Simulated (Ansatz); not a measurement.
A nudged elastic band was laid between two geometries of C$_{3}$H$_{7}$NOSi (13 atoms, charge 0, multiplicity 1).

Theory: RKS BLYP-D4/6-31G* in Ansatz.

```json
{
 "movable images": "7",
 "climbing image": "yes",
 "spring": "5.0 eV/Å²",
 "optimiser": "quadratic models (default)",
 "start path": "through a guess of the saddle point",
 "force threshold": "0.03 eV/Å",
 "iteration limit": "60",
 "end points": "relaxed"
}
```

Image 0:

```xyz
13
Properties=species:S:1:pos:R:3
C -0.591 -1.967 -0.534
O -1.448 -0.831 -0.288
C -0.765 0.304 0.053
C 0.505 0.742 0.267
N 1.825 0.280 0.340
Si -0.764 2.051 0.549
H -1.255 -2.815 -0.755
H 0.024 -2.201 0.353
H 0.068 -1.785 -1.405
H 2.520 1.013 0.188
H 2.027 -0.528 -0.255
H -1.153 2.522 1.921
H -0.973 3.182 -0.418
```

Image 8:

```xyz
13
Properties=species:S:1:pos:R:3
C -0.591 -1.966 -0.540
O -1.450 -0.847 -0.230
C -0.765 0.299 0.075
C 0.508 0.772 0.160
N 1.833 0.397 -0.089
Si -0.764 2.056 0.533
H -1.253 -2.803 -0.800
H 0.024 -2.247 0.336
H 0.068 -1.736 -1.397
H 2.515 0.941 0.444
H 2.021 -0.604 0.014
H -1.018 2.543 1.932
H -1.110 3.161 -0.424
```

**Question.** Which bonds break or form, and what moves?

**Answer.** No bond is made or broken. The height of N5 over the plane of its neighbours goes from -0.31 to 0.31 Å. The two ends are copies of one structure, up to a mirror image or an exchange of like atoms. The height can change sign by an inversion or by a turn that exchanges like atoms.

**Question.** Give the energies along the band, and the barrier.

**Answer.** The forces met the threshold. The highest image is number 4 of 0 to 8, 0.060 eV above the ends, which have the same energy within 2 meV. A vibrational analysis at the climbing image gives one clearly imaginary mode, 480i cm⁻¹: a first-order saddle point.

```tsv
image	path coordinate (Å)	energy (eV)	height of N5 over the plane of its neighbours (Å)
0	0.00	0.000	-0.31
1	0.09	0.004	-0.28
2	0.18	0.023	-0.20
3	0.28	0.049	-0.10
4	0.37	0.060	0.00
5	0.46	0.048	0.10
6	0.56	0.021	0.20
7	0.65	0.003	0.28
8	0.75	0.000	0.31
```

**Question.** What is the geometry of the highest image?

**Answer.** 
```xyz
13
Properties=species:S:1:pos:R:3
C -0.597 -1.967 -0.534
O -1.460 -0.843 -0.270
C -0.777 0.303 0.058
C 0.500 0.758 0.210
N 1.812 0.352 0.126
Si -0.779 2.048 0.539
H -1.256 -2.813 -0.778
H 0.011 -2.221 0.355
H 0.069 -1.765 -1.394
H 2.564 1.001 0.324
H 2.070 -0.596 -0.133
H -1.090 2.531 1.929
H -1.046 3.177 -0.417
```

**Question.** What are the harmonic wavenumbers there?

**Answer.** 480i, 61, 167, 187, 235, 305, 340, 366, 473, 515, 637, 645, 656, 743, 948, 992, 1017, 1142, 1146, 1188, 1230, 1451, 1477, 1495, 1615, 1703, 2124, 2130, 2931, 2983, 3065, 3503, 3620 cm⁻¹.

Run time: 88 s on 2 threads of Intel(R) Xeon(R) Platinum 8488C (Sapphire Rapids), on a shared host, peak memory 0.17 GiB.
